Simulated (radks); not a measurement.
Values are calculated unless marked as measured or tabulated.
Q: The hydrogen anion H-, [He], held by a Watson sphere: a shell of charge +0.63 at radius R that stands for the Madelung well of a crystal (potential energy -0.63/R inside, -0.63/r outside, in hartree with lengths in bohr). Level of theory: scalar-relativistic Kohn-Sham, LDA (Slater exchange, Perdew-Wang correlation), spin-polarised, spherical densities, point nucleus (a radial shooting solver on a logarithmic mesh with Libxc functionals). Response by self-consistent Sternheimer equations with the Hartree and adiabatic LDA kernel, the relativistic mass of each level held fixed and spin-orbit coupling left out. The sphere does not respond.

R (bohr)  e(1s) (eV)  <r> 1s (bohr)  sum of <r^2> (bohr^2)  X-ray form factor at sin(theta)/lambda = 0.1 1/angstrom  alpha (bohr^3)
1.73          -3.441          1.900                  9.877                                                    1.441           21.80
1.94          -3.226          1.965                  10.58                                                    1.411           24.99
2.33          -2.873          2.074                  11.85                                                    1.361           31.48
2.61          -2.651          2.142                  12.72                                                    1.330           36.59
2.82          -2.498          2.189                  13.35                                                    1.308           40.66

Estimate the row for R = 2.17 bohr.

A: e(1s) (eV) -3.011; <r> 1s (bohr) 2.031; sum of <r^2> (bohr^2) 11.34; X-ray form factor at sin(theta)/lambda = 0.1 1/angstrom 1.381; alpha (bohr^3) 28.73.
